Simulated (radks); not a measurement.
Trend from Zr to Cd: ionisation energy by Delta-SCF between NIST ground configurations, and size. Method: Dirac Kohn-Sham, PBE, spin-unpolarised, spherical densities, point nucleus; open shells fill j = l - 1/2 first; computed with a radial shooting solver on a logarithmic mesh with Libxc functionals.

species  configuration  IE (eV)  NIST (eV)  kind
Zr        [Kr] 4d2 5s2    7.123      6.634  exp.
Nb        [Kr] 4d4 5s1    6.609      6.759  exp.
Mo        [Kr] 4d5 5s1    6.868      7.092  exp.
Tc        [Kr] 4d5 5s2    8.135      7.119  exp.
Ru        [Kr] 4d7 5s1    7.281      7.361  exp.
Rh        [Kr] 4d8 5s1    7.454      7.459  exp.
Pd           [Kr] 4d10    8.928      8.337  exp.
Ag       [Kr] 4d10 5s1    7.759      7.576  exp.
Cd       [Kr] 4d10 5s2    9.274      8.994  exp.

Reference values: NIST Atomic Spectra Database (exp. = measured, semi-emp. = semi-empirical, theory = theoretical value adopted there). Spin polarisation and multiplet splitting are left out, so open shells lie too high by an amount that depends on their filling.

Beside tabulated values, note that spin-unpolarised runs miss the spin-polarisation part of the exchange energy of open shells.
